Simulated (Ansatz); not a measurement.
C$_{3}$H$_{7}$FOSi (`C=C(F)O[SiH2]C`). Total charge 0; spin multiplicity 1. The geometry is a stationary point of PBE0-D4/def2-TZVP. It is one conformer, not always the lowest.

```xyz
13

C    -0.316    2.473   -1.177
C    -0.364    1.213   -0.783
F    -0.353    0.208   -1.677
O    -0.425    0.773    0.461
Si   -0.525   -0.820    0.978
C     1.015   -1.771    0.571
H    -0.329    3.262   -0.442
H    -0.265    2.706   -2.229
H    -0.705   -0.669    2.440
H    -1.727   -1.454    0.381
H     1.898   -1.279    0.984
H     1.142   -1.868   -0.508
H     0.954   -2.775    1.000
```

Q: What is the dipole moment at ωB97M-V/def2-TZVPP? (An estimate is asked.)

A: The calculation gave: 1.29 D, with components (0.63, -0.96, 0.60) D in this frame, pointing from negative to positive charge.

Q: And with PBE, r2SCAN, B3LYP? (An estimate is asked.)

A: Ansatz gave: PBE 1.37 D, r2SCAN 1.39 D, B3LYP 1.29 D.

Q: Give the Mulliken charges with ωB97M-V, PBE, r2SCAN in def2-TZVPP. (Best estimate.)

A: Computed: 
```json
{"atom": "C1", "ωB97M-V": "-0.28", "PBE": "-0.28", "r2SCAN": "-0.30"}
{"atom": "C2", "ωB97M-V": "0.36", "PBE": "0.31", "r2SCAN": "0.39"}
{"atom": "F3", "ωB97M-V": "-0.21", "PBE": "-0.17", "r2SCAN": "-0.21"}
{"atom": "O4", "ωB97M-V": "-0.34", "PBE": "-0.27", "r2SCAN": "-0.35"}
{"atom": "Si5", "ωB97M-V": "0.38", "PBE": "0.38", "r2SCAN": "0.47"}
{"atom": "C6", "ωB97M-V": "-0.44", "PBE": "-0.37", "r2SCAN": "-0.31"}
{"atom": "H7", "ωB97M-V": "0.10", "PBE": "0.10", "r2SCAN": "0.10"}
{"atom": "H8", "ωB97M-V": "0.11", "PBE": "0.10", "r2SCAN": "0.10"}
{"atom": "H9", "ωB97M-V": "-0.03", "PBE": "-0.06", "r2SCAN": "-0.08"}
{"atom": "H10", "ωB97M-V": "-0.03", "PBE": "-0.06", "r2SCAN": "-0.07"}
{"atom": "H11", "ωB97M-V": "0.13", "PBE": "0.11", "r2SCAN": "0.09"}
{"atom": "H12", "ωB97M-V": "0.13", "PBE": "0.12", "r2SCAN": "0.09"}
{"atom": "H13", "ωB97M-V": "0.12", "PBE": "0.11", "r2SCAN": "0.08"}
```

B3LYP here is the variant with VWN-RPA as its local correlation; programs differ in this.
